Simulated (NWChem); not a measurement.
bicarbonate (CHO₃ anion); SMILES O=C([O-])O

```xyz
5

O     -0.5888    -1.1382     0.0000
C      0.0376     0.1589     0.0000
O      1.2885     0.1119     0.0000
O     -0.7567     1.1062     0.0000
H      0.1640    -1.7427     0.0000
```
Atoms are numbered in this order, from 1.

All runs: NWChem. Sets without diffuse functions describe the anion's extra electron poorly. Structure relaxed at the B3LYP/def2-SVPD level. B3LYP is NWChem's, with the RPA form of VWN correlation. Atomic charges in e: unrestrained fits to the electrostatic potential beside Mulliken populations; buried atoms are poorly determined by the fit.

Task: What does the run give for B3LYP/def2-SVP? Quantities: ESP O1; Mulliken O1; ESP C2; Mulliken C2; ESP O3; Mulliken O3; ESP O4; Mulliken O4; relative RMS misfit of the potential (%).

Result: 
| Property | Result |
|---|---|
| ESP O1 | -0.71 |
| Mulliken O1 | -0.33 |
| ESP C2 | 0.94 |
| Mulliken C2 | 0.10 |
| ESP O3 | -0.81 |
| Mulliken O3 | -0.46 |
| ESP O4 | -0.75 |
| Mulliken O4 | -0.42 |
| relative RMS misfit of the potential (%) | 2 |
